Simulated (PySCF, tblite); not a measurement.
Isomers of [C8H16P]+ (charge +1). Computed values, GFN2-xTB/tblite, gas phase, harmonic and unscaled. Against measured fundamentals such values can be off by several per cent, at times by over 20. Modes of hydrogen on phosphorus can be 10 to 20 % off. One conformer each.

Electronic energies: PBE0/pcSseg-1 single points on the GFN2-xTB geometries (PySCF, gas phase).

| SMILES | electronic energy, lowest = 0 (kcal/mol) |
| --- | --- |
| CCCC[PH+]1CC=CC1 | 3.4 |
| CC(C)(C)[PH+]1CC=CC1 | 0.0 |
| C=C[P@@H+]1CC[C@H](CC)C1 | 5.8 |
| C#C[P@H+](CC)C(C)(C)C | 38.2 |

Problem. How do GFN2-xTB zero-point energies change the relative energies?

Solution. 
```
                  SMILES  ZPE (kcal/mol)  of it from modes above 1550 cm⁻¹  electronic (kcal/mol)  with ZPE, lowest = 0 (kcal/mol)  lowest mode (cm⁻¹)  rings
    CC(C)(C)[PH+]1CC=CC1           135.2                              70.6                    0.0                              0.0                  15      1
        CCCC[PH+]1CC=CC1           135.9                              70.1                    3.4                              4.1                  4i      1
C=C[P@@H+]1CC[C@H](CC)C1           136.3                              70.4                    5.8                              7.0                  46      1
   C#C[P@H+](CC)C(C)(C)C           133.8                              71.8                   38.2                             36.8                  33      0
```

The zero-point energies span 2.5 kcal/mol, from `C#C[P@H+](CC)C(C)(C)C` to `C=C[P@@H+]1CC[C@H](CC)C1`. Slightly imaginary modes are left out of the zero-point energy: `CCCC[PH+]1CC=CC1` 4.4i cm⁻¹. The order is unchanged.

Problem. And how do the electronic energies of GFN2-xTB itself compare?

Solution. `CC(C)(C)[PH+]1CC=CC1` 0.0; `CCCC[PH+]1CC=CC1` 3.7; `C=C[P@@H+]1CC[C@H](CC)C1` 6.6; `C#C[P@H+](CC)C(C)(C)C` 34.3 kcal/mol, lowest = 0. Against the energies above, taken from the same isomer `CC(C)(C)[PH+]1CC=CC1`, the largest difference is 3.9 kcal/mol.
